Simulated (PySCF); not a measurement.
Species: C4H6F3Si (doublet state).
Cartesian coordinates in Å at the GFN2-xTB level; atoms count from 1:
```
atom  x, y, z in Å
C1    -0.7760    1.6971    0.1440
Si2   -0.4333   -0.0321   -0.5523
C3    -1.6777   -1.3831   -0.0714
C4     1.3075   -0.6464   -0.2107
F5     1.4861   -1.9873   -0.3188
C6     2.4098    0.0933   -0.0619
F7     3.6660   -0.3356    0.0288
F8     2.3657    1.4243    0.0435
H9    -0.0549    2.4264   -0.2099
H10   -0.7296    1.6877    1.2313
H11   -1.7664    2.0374   -0.1421
H12   -1.3511   -2.3589   -0.4189
H13   -1.7886   -1.4363    1.0106
H14   -2.6582   -1.1869   -0.4944
```

The hyperfine couplings belong to this conformer and change with its torsions.

Identity: `[Si](C)(C(F)=C(F)F)C` [radical].

Computed, not measured: PySCF 2.14.0, UKS B3LYP, pcH-1 on C F H Si, non-relativistic, mean-field spin-orbit, GIAO. One conformer (not necessarily the lowest) at the GFN2-xTB geometry, without solvent, vibrations or thermal averaging. Couplings are sensitive to structure, and on GFN2-xTB geometries they can be far from those on DFT ones, by a factor of two or more for some ions and for spin on atoms past the first row. No stability test was run, so a lower SCF solution isn't excluded.

Principal values of hyperfine tensors in MHz (contact, dipolar and spin–orbit terms together), for some of the nuclei:

| atom | isotope | A1 | A2 | A3 |
| --- | --- | --- | --- | --- |
| Si2 | 29Si | -617.97 | -378.42 | -377.34 |
| H13 | 1H | 53.65 | 57.65 | 61.28 |
| H10 | 1H | 52.78 | 56.27 | 60.01 |
| F7 | 19F | -15.73 | -8.34 | 128.83 |
| C1 | 13C | 24.89 | 25.31 | 36.50 |
| F8 | 19F | -17.87 | -4.98 | 95.32 |
| C6 | 13C | 3.84 | 4.91 | 57.57 |
| F5 | 19F | -52.39 | 2.46 | 7.92 |

Q: Give the isotropic coupling of each nucleus in MHz and in mT (g = 2.0033), and the anisotropic part.

A: a_iso is a third of the trace, T = A − a_iso, and a(mT) = a(MHz)/(g × 13.996). The tensors hold a spin–orbit part: the run splits a_iso into a_FC + a_SO, and T includes its anisotropic share.

```json
{"atom": "Si2", "a_iso (MHz)": "-457.91", "a_FC": "-458.95", "a_SO": "1.03", "a_iso (mT)": "-16.332", "T1": "-160.06", "T2": "79.49", "T3": "80.57"}
{"atom": "H13", "a_iso (MHz)": "57.53", "a_FC": "57.53", "a_SO": "0.00", "a_iso (mT)": "2.052", "T1": "-3.88", "T2": "0.13", "T3": "3.75"}
{"atom": "H10", "a_iso (MHz)": "56.35", "a_FC": "56.35", "a_SO": "0.00", "a_iso (mT)": "2.010", "T1": "-3.57", "T2": "-0.08", "T3": "3.66"}
{"atom": "F7", "a_iso (MHz)": "34.92", "a_FC": "34.93", "a_SO": "-0.01", "a_iso (mT)": "1.245", "T1": "-50.65", "T2": "-43.26", "T3": "93.91"}
{"atom": "C1", "a_iso (MHz)": "28.90", "a_FC": "28.88", "a_SO": "0.02", "a_iso (mT)": "1.031", "T1": "-4.01", "T2": "-3.59", "T3": "7.60"}
{"atom": "F8", "a_iso (MHz)": "24.16", "a_FC": "24.01", "a_SO": "0.15", "a_iso (mT)": "0.862", "T1": "-42.02", "T2": "-29.14", "T3": "71.16"}
{"atom": "C6", "a_iso (MHz)": "22.11", "a_FC": "22.08", "a_SO": "0.02", "a_iso (mT)": "0.788", "T1": "-18.26", "T2": "-17.20", "T3": "35.46"}
{"atom": "F5", "a_iso (MHz)": "-14.00", "a_FC": "-13.94", "a_SO": "-0.06", "a_iso (mT)": "-0.499", "T1": "-38.39", "T2": "16.47", "T3": "21.92"}
```

Q: What spin density at the nucleus of F5 lies behind its contact coupling (g_N = 5.25774)?

A: a_FC = 800.24 MHz bohr³ × g_N × ρ(0)/(2S). With a_FC = -13.94 MHz and 2S = 1, ρ(0) = -0.003313 bohr⁻³.

Q: C3 (13C, g_N = 1.40482) isn't in the table. Its spin density at the nucleus is 0.02641 bohr⁻³. What is its contact coupling?

A: By the same relation, a_FC = 29.7 MHz. Its full tensor has the principal values 25.62, 25.98, 37.56 MHz.

Q: Which nucleus of the table has the largest anisotropic coupling, and what is its form?

A: Si2: -160.1, 79.5, 80.6 MHz (the dipolar term alone has -159.1, 79.2, 79.9), axial, in the ratio +1:+1:−2, the form that spin in one p orbital centred on that nucleus gives (the nuclear moment is negative).

Q: In a single crystal, with the field along each principal axis of the tensor of H13 in turn, what first-order splitting does this nucleus give (isotropic g, quadrupole terms neglected)?

A: 2 lines (I = 1/2), spaced by |A_i|/(g × 13.996): 1.91, 2.06, 2.19 mT along the axes of A1, A2 and A3.

The run took 83 s wall (grids of density and orbitals included) on an Arm Neoverse V1 with one thread, shared host, and the process peaked at 1.0 GiB of memory.
